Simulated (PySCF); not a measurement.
1-ethylimidazole, C5H8N2.
Structure used (GFN2-xTB), in Å, numbered top down from 1:
```
atom  x, y, z in Å
C1    -1.9095    0.4594    0.4760
C2    -1.0855   -0.2573   -0.5929
N3     0.3133   -0.2676   -0.2577
C4     1.2161    0.7290   -0.5017
C5     2.3947    0.3150    0.0477
N6     2.2340   -0.9039    0.6248
C7     0.9847   -1.2209    0.4298
H8    -1.5829    1.4921    0.5765
H9    -2.9618    0.4496    0.2048
H10   -1.7912   -0.0355    1.4370
H11   -1.4226   -1.2932   -0.6925
H12   -1.2100    0.2434   -1.5579
H13    0.9489    1.6164   -1.0384
H14    3.3432    0.8130    0.0629
H15    0.5243   -2.1313    0.7599
```

NICS is the negative of the GIAO shielding at a point without a nucleus: at the ring centre (0) and 1 Å above and below it (1); zz is the component along the ring normal. Level: GIAO PBE0/pcSseg-1 (PySCF, non-relativistic, gas phase) on the GFN2-xTB geometry, one conformer.

Ring bond lengths (Å), with Mayer bond orders in brackets: N3–C4 1.367 (1.13), C4–C5 1.365 (1.54), C5–N6 1.358 (1.35), N6–C7 1.304 (1.60), C7–N3 1.354 (1.17).

What do the NICS probes read (ppm)?

| ring | type | NICS(0) | NICS(1), two faces | NICS(1)zz, two faces | rms pucker (Å) | centre to ring atoms, mean (Å) |
| --- | --- | --- | --- | --- | --- | --- |
| N3–C4–C5–N6–C7 | 5-membered ring with 2 N; formal bonds all aromatic | -13.0 | -11.0 / -11.2 | -29.9 / -31.0 | 0.00 | 1.15 |

What do they say, and how far can they be read as aromaticity?

- N3–C4–C5–N6–C7: mean NICS(1)zz -30.4 ppm, shielded. For a flat ring without four-coordinate atoms the NICS criterion counts such a value as aromatic.

What does the geometric index give? HOMA = 1 − mean of α(R − Ropt)² over the ring bonds, with Krygowski's 1993 parameters (CC: Ropt 1.388 Å, α 257.7 Å⁻²; CN: Ropt 1.334 Å, α 93.52 Å⁻²).

- N3–C4–C5–N6–C7: HOMA 0.92; the largest term is that of C4–C5, α(R − Ropt)² = 0.14. The geometric and the magnetic index point the same way.

List the ring angles and the Hirshfeld charges of the ring atoms.

- N3–C4–C5–N6–C7: N3 106.1° (-0.004 e), C4 106.1° (-0.046 e), C5 109.9° (-0.048 e), N6 105.5° (-0.219 e), C7 112.3° (+0.029 e); sum 540.0° against 540° for a flat convex ring.

Hardware: Arm Neoverse V1, one thread, no GPU (shared host). Cost: 22 s of wall time (with the writing of density and orbital grids), 0.72 GiB resident at most. This is the whole shielding run at PBE0/pcSseg-1, SCF included.
